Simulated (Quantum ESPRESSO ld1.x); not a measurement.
Question: The mean radii <r> (bohr) of the occupied orbitals of an atom or ion are listed with their occupations. Calculated with ld1.x of Quantum ESPRESSO 7.5: scalar-relativistic Kohn-Sham, LDA (Slater exchange, Perdew-Wang correlation), spin-polarised, spherical densities, point nucleus.

| orbital | occ. | <r> |
|---|---|---|
| 1s up | 1 | 0.03266 |
| 1s down | 1 | 0.03266 |
| 2s up | 1 | 0.1421 |
| 2s down | 1 | 0.1421 |
| 2p up | 3 | 0.1238 |
| 2p down | 3 | 0.1238 |
| 3s up | 1 | 0.3914 |
| 3s down | 1 | 0.3914 |
| 3p up | 3 | 0.3911 |
| 3p down | 3 | 0.3910 |
| 3d up | 5 | 0.3707 |
| 3d down | 5 | 0.3706 |
| 4s up | 1 | 0.9798 |
| 4s down | 1 | 0.9785 |
| 4p up | 3 | 1.082 |
| 4p down | 3 | 1.080 |
| 4d up | 5 | 1.591 |
| 4d down | 3 | 1.604 |
| 5s up | 1 | 3.197 |

Name the element and its charge. Open shells, if any, are filled with parallel spins first.

Answer: Z = 45, rhodium, charge 0: Rh in [Kr] 4d8 5s1. The 1s radius gives Z: for a bare nucleus <r> = (2 gamma + 1)/(2Z) with gamma = sqrt(1 - (Z/c)^2), 0.0321 bohr for Z = 45, and screening makes it slightly larger (0.03266 here). The occupations add up to 45, and the charge is Z minus that.
